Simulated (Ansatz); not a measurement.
System: sum formula SnOH (charge -1, singlet). 
Structure (B3LYP-D3(BJ)/def2-TZVP (Ansatz, an electronic-structure program) minimum search):
```
O
H 1 0.9605
Sn 1 2.0909 2 103.36
```
Charge -1, spin multiplicity 1.

Basis-set convergence of Hartree-Fock and MP2 correlation energies (hartree) with Ansatz. Correlated levels leave the core frozen unless marked. Spin-orbit coupling is left out. Frozen are the shells of the preceding noble gas and the d and f shells that filled before the atom's block. Past Kr the def2 sets carry scalar-relativistic core potentials.

The Hartree-Fock reference is unstable (checked in the largest basis), which strains HF and MP2. 

```
basis        functions       E(HF)  E(corr, MP2)
-----------  ---------  ----------  ------------
def2-SVPD           63  -288.71627      -0.28209
def2-TZVPPD        113  -288.81920      -0.34189
def2-QZVPPD        187  -288.82602      -0.36796
```

Extrapolating the two largest sets (X = 3 and 4) as X^-3: E(corr) = (64·(-0.36796) - 27·(-0.34189))/37 = -0.3870 Eh, an estimate of the basis-set limit. The largest set recovers 95.1 % of it, the smallest 72.9 %.
